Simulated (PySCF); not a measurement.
H₃Cl₃Si₂ (SMILES Cl[SiH2][SiH](Cl)Cl), singlet, at a GFN2-xTB geometry. Base run: PBE/6-31G, polarisability (PySCF).

PySCF was given this input:
```python
from pyscf import gto, scf, dft
from pyscf.prop import polarizability

mol = gto.M(
    atom='''
Si    1.49548376    0.21820303   -0.36873147
Cl    2.57850744   -0.46897700    1.18344916
Si   -0.75592712    0.27732293    0.20646352
Cl   -1.72914080    1.51162886   -1.07309414
Cl   -1.61755240   -1.54872788    0.06188750
H     1.78688735   -0.64789570   -1.51395352
H     2.00165352    1.55358401   -0.69004275
H    -1.08317558    0.76024099    1.54762513
''',
    basis='6-31g',
    verbose=4,
)

mf = dft.RKS(mol)
mf.xc = 'pbe'
mf.kernel()
alpha = mf.Polarizability().polarizability()[2, 2]
print('alpha_zz =', alpha)
```

Variants of this job, named by their change:

```json
[
 {"change": "base", "alpha_zz (bohr³)": "62.66", "basis functions": "71", "core-seconds (rough)": "20"},
 {"change": "functional = camb3lyp", "alpha_zz (bohr³)": "59.81", "basis functions": "71", "core-seconds (rough)": "70"},
 {"change": "basis = 6-31+G*", "alpha_zz (bohr³)": "76.26", "basis functions": "116", "core-seconds (rough)": "30"},
 {"change": "basis = STO-3G", "alpha_zz (bohr³)": "[?]", "basis functions": "[?]", "core-seconds (rough)": "10"},
 {"change": "finite field (a.u.) = 0.05; conv_tol = 1e-11", "alpha_zz (bohr³)": "63.18", "basis functions": "71", "core-seconds (rough)": "30"},
 {"change": "basis = cc-pVDZ", "alpha_zz (bohr³)": "69.23", "basis functions": "105", "core-seconds (rough)": "30"},
 {"change": "functional = lda,vwn", "alpha_zz (bohr³)": "63.35", "basis functions": "71", "core-seconds (rough)": "10"},
 {"change": "functional = pbe0", "alpha_zz (bohr³)": "60.95", "basis functions": "71", "core-seconds (rough)": "10"},
 {"change": "finite field (a.u.) = 0.001; conv_tol = 1e-6", "alpha_zz (bohr³)": "62.58", "basis functions": "71", "core-seconds (rough)": "20"},
 {"change": "finite field (a.u.) = 2e-4; conv_tol = 1e-6", "alpha_zz (bohr³)": "62.79", "basis functions": "71", "core-seconds (rough)": "20"},
 {"change": "finite field (a.u.) = 0.001; conv_tol = 1e-11", "alpha_zz (bohr³)": "62.66", "basis functions": "71", "core-seconds (rough)": "20"},
 {"change": "functional = hf", "alpha_zz (bohr³)": "[?]", "basis functions": "71", "core-seconds (rough)": "3"}
]
```

**Question.** Some entries are withheld; supply them.

**Answer.** 
- basis = STO-3G, alpha_zz (bohr³): 30.70
- basis = STO-3G, basis functions: 48
- functional = hf, alpha_zz (bohr³): 57.53

Finite-field rows take the second difference of the energy in a field along z; a small field with loose convergence shows SCF noise divided by the square of the field, and a large one adds hyperpolarisability.
